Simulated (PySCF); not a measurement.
C2HF4, SMILES F[CH]C(F)(F)F, multiplicity 2. Geometry: B3LYP-D3(BJ)/def2-SVP. The isomer is the one that the SMILES or the coordinates give; other isomers of the formula were not compared.

Computed equilibrium geometry at B3LYP-D3(BJ)/def2-SVP (PySCF confirms it by a frequency run) as a Z-matrix:
```
C
F 1 1.3391
F 1 1.3404 2 108.95
F 1 1.3494 2 106.98 3 116.06
C 1 1.4913 2 111.65 4 123.39
F 5 1.3235 1 115.97 2 -52.12
H 5 1.0932 6 116.72 1 153.72
```
Charge 0, spin multiplicity 2.
